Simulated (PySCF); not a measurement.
Al(Me)(OH)2 (CH₅AlO₂), SMILES [CH3][Al]([OH])[OH]. Heavy atoms are numbered as in [Al:1]([CH3:2])([OH:6])[OH:8]. Hydrogens are named by the atom that carries them.

Coordinates come from a ωB97X-D3(BJ)/def2-SVP optimisation. The isomer is the one that the SMILES or the coordinates give; other isomers of the formula were not compared. One conformer was computed; it need not be the lowest.

Method: PBE/def2-TZVP (PySCF).

ESP charges are fitted to the potential on shells at 1.4 to 2.0 van der Waals radii. Atomic charges (e), one atom of each kind:

| atom | ESP fit | Mulliken |
|---|---|---|
| Al1 | 1.00 | 0.58 |
| C2 (CH3) | -0.49 | ___ |
| H on C2 | 0.10 | 0.14 |
| O6 (OH) | -0.81 | ___ |
| H on O6 | 0.40 | ___ |

Question: Complete the blanks. (The exact figures need the calculation; the answer reports its results.)

Answer: 
- C2 (CH3), Mulliken: -0.58
- O6 (OH), Mulliken: -0.51
- H on O6, Mulliken: 0.30
